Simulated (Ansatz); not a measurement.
Wavefunction ladder for CH7BOSi (`BCO[SiH3]`)

Z-matrix (Å, degrees):
```
C
O 1 1.414
B 1 1.547 2 115.4
H 1 1.106 2 111.1 3 122.6
H 1 1.106 2 111.1 3 -122.6
Si 2 1.643 1 121.8 3 -179.8
H 3 1.197 1 117.4 2 180.0
H 3 1.194 1 122.2 2 -0.0
H 6 1.491 2 110.8 1 59.7
H 6 1.481 2 106.7 1 179.9
H 6 1.491 2 110.8 1 -59.9
```

Charge 0, multiplicity 1. The geometry is a stationary point of PBE0-D4/def2-TZVP. It is one conformer, not always the lowest. Frozen core, restricted reference, Ansatz. CBS rows extrapolate triple and quadruple zeta; past MP2 they add the triple-zeta difference.

```csv
basis,HF (Eh),MP2 corr.,CCSD corr.,(T),CCSD(T) total
def2-SVP,-430.22142,-0.50677,-0.56184,-0.01356,-430.79682
def2-TZVPP,-430.49548,-0.63528,-0.68375,-0.02347,-431.20270
def2-QZVPP,-430.51188,-0.68126,–,–,–
CBS(def2),-430.51414,-0.71532,-0.76378,as TZ,-431.30139
```
